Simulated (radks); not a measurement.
Valence configurations of Br (all share [Ar]). Method: scalar-relativistic Kohn-Sham, r2SCAN, spin-polarised, spherical densities, finite nucleus; open shells are filled with parallel spins first; meta-GGA in the generalised Kohn-Sham scheme; Fermi nuclear charge, rms radius 4.1629 fm; computed with a radial shooting solver on a logarithmic mesh with Libxc functionals. Energies are relative to 3d10 4s2 4p5; eigenvalues in eV for spin up.

[
 {"valence": "3d10 4s2 4p5", "E (eV)": "0.000", "moment (Bohr magnetons)": "1", "e(3d)": "-68.026", "e(4p)": "-8.610", "e(4s)": "-21.377"},
 {"valence": "3d10 4s1 4p6", "E (eV)": "12.614", "moment (Bohr magnetons)": "1", "e(3d)": "-69.757", "e(4p)": "-9.351", "e(4s)": "-22.469"},
 {"valence": "3d9 4s2 4p6", "E (eV)": "64.906", "moment (Bohr magnetons)": "1", "e(3d)": "-81.389", "e(4p)": "-9.635", "e(4s)": "-23.372"},
 {"valence": "3d9.5 4s2 4p5.5", "E (eV)": "31.269", "moment (Bohr magnetons)": "1", "e(3d)": "-74.649", "e(4p)": "-9.126", "e(4s)": "-22.387"}
]

NIST lists [Ar] 3d10 4s2 4p5 as the ground configuration; this level of theory agrees among the configurations tried. The energies are those of spherical high-spin densities, not of single terms.
